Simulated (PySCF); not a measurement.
# How the method changes the shape and vibrations of AlBClH3

These are calculations, not measurements. The program is PySCF 2.14.0, an open-source quantum chemistry code, run on an isolated molecule that a program drew, which may never have been made. The molecule is AlBClH3 (charge 0, singlet), drawn as the SMILES string `[BH2][AlH][Cl]`.

The geometry was optimised and harmonic frequencies were computed with HF and MP2, all in the cc-pV(D+d)Z basis, for the commonest isotopes, with a restricted reference for singlets and an unrestricted one otherwise, and a frozen core in MP2. Each result is a local minimum of its method.

Geometry at the HF minimum:
```xyz
6
AlBClH3, angstrom
B     0.7573    3.4605    2.4605
Al    0.6347    1.4261    1.8098
Cl    1.4644   -0.0644    3.0850
H     1.6921    4.1655    2.1861
H    -0.1021    3.9728    3.1275
H    -0.0094    0.8971    0.4736
```

Lengths of the bonds as drawn, in Å (atoms numbered as above):
| bond | HF | MP2 |
|---|---|---|
| B1-Al2 | 2.139 | 2.133 |
| Al2-Cl3 | 2.130 | 2.123 |
| B1-H4 | 1.203 | 1.210 |
| B1-H5 | 1.203 | 1.210 |
| Al2-H6 | 1.575 | 1.576 |

Rotational constants, in GHz:
| constant | HF | MP2 |
|---|---|---|
| A | 18.36 | 18.28 |
| B | 3.416 | 3.447 |
| C | 2.95 | 2.972 |

Harmonic frequencies in cm^-1, each column in rising order, so a row needn't be the same motion in every method:
| rank | HF | MP2 |
|---|---|---|
| 1 | 147 | 138 |
| 2 | 157 | 156 |
| 3 | 381 | 364 |
| 4 | 485 | 490 |
| 5 | 590 | 580 |
| 6 | 629 | 603 |
| 7 | 683 | 661 |
| 8 | 907 | 875 |
| 9 | 1244 | ? |
| 10 | 2010 | 1981 |
| 11 | 2658 | 2613 |
| 12 | 2729 | 2691 |

**Estimate the missing MP2 frequency from the HF column.**

A single factor s that minimises the squared misfit of MP2 against s times HF over the other rows is sum(HF x MP2) / sum(HF^2) = 0.9832, with an rms misfit of 10 cm^-1. For rank 9 it gives 0.9832 x 1244 = 1223 cm^-1. The calculation gives 1192 cm^-1, 31 cm^-1 below the estimate. The drawn bonds are on average 0.1 % longer in MP2 than in HF.
